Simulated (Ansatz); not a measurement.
Relaxation of CH6AlISeSi (11 atoms, charge 0, multiplicity 1), to a largest force component of 0.015 eV/Å in at most 40 steps.

Computed with Ansatz, RKS PBE-D4/def2-SVP.

```xyz
11
Properties=species:S:1:pos:R:3:forces:R:3
Si -1.487 1.149 -0.418 -0.49 0.71 -0.11
Se -1.366 -1.083 -0.617 0.56 -0.64 0.64
C -2.386 -1.069 -2.246 0.28 0.91 -2.02
Al -1.236 -0.651 -3.887 0.42 -0.21 0.76
I -1.615 1.463 -5.215 0.02 -0.29 0.11
H -0.900 1.846 -1.595 0.21 0.06 -0.33
H -2.928 1.576 -0.373 -0.10 -0.05 0.00
H -0.825 1.659 0.792 0.34 -0.02 0.52
H -2.795 -2.052 -2.463 -0.43 -0.76 0.24
H -3.198 -0.323 -2.244 -0.36 -0.04 0.30
H 0.088 -1.589 -4.130 -0.44 0.34 -0.11
```

Problem. Where does it end, and by what steps?

Solution. It converged. The force dipped under the threshold on the way, but the program's further checks kept it going. After 25 steps the energy has fallen by 0.465 eV; H6 moved furthest, 0.74 Å. Joined: Se2–Al4 (3.30 → 2.65 Å).

```json
{"step": "0", "energy less start (eV)": "0.0000", "largest force component (eV/Å)": "2.019", "accepted": "yes"}
{"step": "1", "energy less start (eV)": "-0.2365", "largest force component (eV/Å)": "1.064", "accepted": "yes"}
{"step": "2", "energy less start (eV)": "-0.3086", "largest force component (eV/Å)": "0.496", "accepted": "yes"}
{"step": "3", "energy less start (eV)": "-0.3456", "largest force component (eV/Å)": "0.392", "accepted": "yes"}
{"step": "4", "energy less start (eV)": "-0.3921", "largest force component (eV/Å)": "0.246", "accepted": "yes"}
{"step": "5", "energy less start (eV)": "-0.3905", "largest force component (eV/Å)": "0.478", "accepted": "no"}
{"step": "6", "energy less start (eV)": "-0.4221", "largest force component (eV/Å)": "0.169", "accepted": "yes"}
{"step": "7", "energy less start (eV)": "-0.4367", "largest force component (eV/Å)": "0.089", "accepted": "yes"}
{"step": "8", "energy less start (eV)": "-0.4535", "largest force component (eV/Å)": "0.050", "accepted": "yes"}
{"step": "9", "energy less start (eV)": "-0.4447", "largest force component (eV/Å)": "0.180", "accepted": "no"}
{"step": "10", "energy less start (eV)": "-0.4558", "largest force component (eV/Å)": "0.024", "accepted": "yes"}
{"step": "11", "energy less start (eV)": "-0.4552", "largest force component (eV/Å)": "0.076", "accepted": "no"}
{"step": "12", "energy less start (eV)": "-0.4565", "largest force component (eV/Å)": "0.032", "accepted": "yes"}
{"step": "13", "energy less start (eV)": "-0.4570", "largest force component (eV/Å)": "0.013", "accepted": "yes"}
{"step": "14", "energy less start (eV)": "-0.4572", "largest force component (eV/Å)": "0.018", "accepted": "yes"}
{"step": "15", "energy less start (eV)": "-0.4576", "largest force component (eV/Å)": "0.054", "accepted": "yes"}
{"step": "16", "energy less start (eV)": "-0.4580", "largest force component (eV/Å)": "0.076", "accepted": "yes"}
{"step": "17", "energy less start (eV)": "-0.4586", "largest force component (eV/Å)": "0.130", "accepted": "yes"}
{"step": "18", "energy less start (eV)": "-0.4597", "largest force component (eV/Å)": "0.107", "accepted": "yes"}
{"step": "19", "energy less start (eV)": "-0.4615", "largest force component (eV/Å)": "0.074", "accepted": "yes"}
{"step": "20", "energy less start (eV)": "-0.4636", "largest force component (eV/Å)": "0.044", "accepted": "yes"}
{"step": "21", "energy less start (eV)": "-0.4640", "largest force component (eV/Å)": "0.068", "accepted": "yes"}
{"step": "22", "energy less start (eV)": "-0.4646", "largest force component (eV/Å)": "0.023", "accepted": "yes"}
{"step": "23", "energy less start (eV)": "-0.4647", "largest force component (eV/Å)": "0.009", "accepted": "yes"}
{"step": "24", "energy less start (eV)": "-0.4649", "largest force component (eV/Å)": "0.015", "accepted": "yes"}
{"step": "25", "energy less start (eV)": "-0.4649", "largest force component (eV/Å)": "0.011", "accepted": "yes"}
```

```xyz
11
Properties=species:S:1:pos:R:3
Si -1.430 1.399 -0.613
Se -0.938 -0.827 -1.114
C -2.524 -1.279 -2.323
Al -1.280 -0.738 -3.738
I -1.460 1.637 -4.547
H -0.450 2.326 -1.263
H -2.836 1.667 -1.055
H -1.318 1.506 0.882
H -2.725 -2.352 -2.135
H -3.392 -0.665 -2.023
H -0.296 -1.749 -4.469
```

Whether the end is a true minimum wasn't checked by a vibrational analysis.

Run time: 68 s on 2 threads of Intel(R) Xeon(R) Platinum 8488C (Sapphire Rapids), on a shared host, peak memory 0.23 GiB.
